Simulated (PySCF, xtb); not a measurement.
SbClBr₂, SMILES [Br][Sb]([Br])[Cl].

GFN2-xTB (xtb) at its own geometry gives an orbital gap of 4.03 eV and a dipole moment of 7.07 D.

Geometry: r2SCAN-D4/def2-SVP. The structure was generated by enumeration; whether it is a known compound was not checked. The def2 effective core potentials stand for the cores of Sb; spin–orbit coupling is left out.

Q: What does PySCF with r2SCAN/def2-TZVP give? (Estimate from the structure and the level; the computed values follow.)

A: gap 4.60 eV (levels -7.52 and -2.92 eV), dipole 2.44 D.
